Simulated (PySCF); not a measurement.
A GIAO shielding run with PySCF (density fitting, non-relativistic, gas phase) on `CS[SiH]1CC1`, C$_{3}$H$_{8}$SSi:

```
$ OMP_NUM_THREADS=1 python probes_run.py task.json out

{"job": {"kind": "nmr", "xc": "PBE0", "basis": "pcSseg-1"}, "charge": 0, "multiplicity": 1}
C      2.534383     0.218590     0.129378
S      1.497376    -0.486394    -1.194967
Si    -0.356394     0.489005    -0.766682
C     -1.529466    -0.291928     0.480860
C     -1.927267    -0.508407    -0.990866
H      2.563652     1.299781     0.037029
H      3.529505    -0.192439    -0.004140
H      2.138867    -0.071043     1.097387
H     -0.296631     1.926331    -0.945742
H     -1.248828    -1.184200     1.023950
H     -2.197007     0.331339     1.058187
H     -1.886305    -1.525202    -1.352740
H     -2.826274    -0.004945    -1.311879
```

Hardware: 1 thread of an Intel Xeon Platinum 8488C, shared host. The job also computes population analyses, field gradients, ring-centre shieldings.

(1) How large is the calculation?

(2) How long does it take, and how much memory does it need?

Results:

(1) 56 electrons, 139 basis functions and 767 auxiliary functions.

(2) 16 s of wall time, with 12 SCF cycles and 5 response iterations; peak memory 0.69 GiB. Times on a shared host scatter by some tens of per cent.
